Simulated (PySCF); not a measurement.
## Electron correlation in Ca¹⁶⁺ (calcium, charge +16)

[He] 2s2, closed-shell 1S. Calculation: PySCF 2.14, in an uncontracted even-tempered set (19 s from 3.1 bohr⁻², ratio 2.2; 9 p from 4.8 bohr⁻², ratio 2.4; 6 d from 14 bohr⁻², ratio 2.4; 5 f from 22 bohr⁻², ratio 2.4; 4 g from 33 bohr⁻², ratio 2.4); scalar relativity by spin-free X2C-1e. Frozen: nothing; 4 electrons correlated; the 12 highest virtual orbitals of each spin left out.

MP2 pair energies summed by pair of shells (mhartree):

| pair | energy | share (%) |
| --- | --- | --- |
| 2s-2s | -132.53 | 69.6 |
| 1s-1s | -42.64 | 22.4 |
| 1s-2s | -15.12 | 7.9 |

Total MP2 correlation energy: -190.29 mhartree.

Same-spin part -3.71 and opposite-spin part -186.58 mhartree; SCS-MP2 scales them by 1/3 and 6/5 to -225.13 mhartree.

MP2 falls well short for the outer s pair, which is nearly degenerate with np².
